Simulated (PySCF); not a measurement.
NMR data simulated for an unnamed compound:

¹H NMR (500 MHz, computed): δ 9.91 (t, 1H), 5.84 (t, 1H), 3.59 (d, 2H), 1.73 (m, 2H).

¹³C{¹H} NMR (computed): δ 198.4 (CH), 168.8 (C), 139.8 (C), 87.1 (CH), 57.1 (CH2), 14.9 (CH2).

PySCF 2.14 calculation with σ from GIAO-PBE0/pcSseg-1 and geometry from GFN2-xTB; single conformer, no relativistic terms, no solvent, one averaged value for each set of equivalent atoms.

References, each an isolated molecule treated in the same way: ¹H (σref 31.72) and ¹³C (σref 186.93) against TMS.

Which of these does the molecule contain: a non-aromatic C=C double bond, a CF3 group, an ester, an OH group, a ketone, an aldehyde?

## Answers


- A non-aromatic C=C double bond: yes.
- A CF3 group: no.
- An ester: yes (δC 168.8).
- An OH group: no.
- A ketone: no.
- An aldehyde: yes (δC 198.4; δH 9.91 (t)).

The data belong to `O=CCC(=O)OC1=CC1`, C6H6O3; they needn't prove each group on their own.

Carbon signals by region: 2 in the far downfield region (above 160 ppm), 1 in the sp2 and nitrile region (100–160 ppm), 2 at 50–100 ppm, 1 below 50 ppm. Above 160 ppm: 198.4, aldehyde carbonyl carbon, 168.8, ester carbonyl carbon.

Shifts are as computed. Against solution values, carbons near 30 ppm lie about +3 ppm off and those near 130 ppm about +5 ppm. Of 1211 compounds with measured shifts, 218 miss one by over three times the rms of a fit or turn the order of signals round; such compounds aren't used in these exercises. Multiplicities follow the n + 1 count of equivalent neighbours, as no J values were calculated; m marks all less simple cases, F and P coupling included.
